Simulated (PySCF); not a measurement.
AlH5N2O, SMILES [NH2][Al]([NH2])[OH].

The structure is a stationary point at B3LYP-D3(BJ)/def2-SVP. The geometry has at least one imaginary mode, so it is a saddle point at that level. One conformer was computed; it need not be the lowest.

These are C-PCM-PBE0/def2-SVP (PySCF) values and carry that method's errors.

The values are the electrostatic part of the solvation free energy, E(continuum) − E(gas) at the gas-phase geometry, in a cavity of scaled van der Waals radii (PySCF's table); cavitation and dispersion terms are not included. A continuum can't describe solvent molecules that bind to the metal. In vacuum the orbital gap is 6.97 eV. The dipole moment in vacuum is 0.02 D.

Computed values in water (ε = 78.36), acetonitrile (ε = 35.69), toluene (ε = 2.37):
| solvent | ε | ΔG(elec) (kcal/mol) | dipole (D) | gap (eV) |
|---|---|---|---|---|
| water | 78.36 | -6.4 | 0.04 | 7.04 |
| acetonitrile | 35.69 | -6.3 | 0.04 | 7.04 |
| toluene | 2.37 | -3.7 | 0.01 | 7.02 |
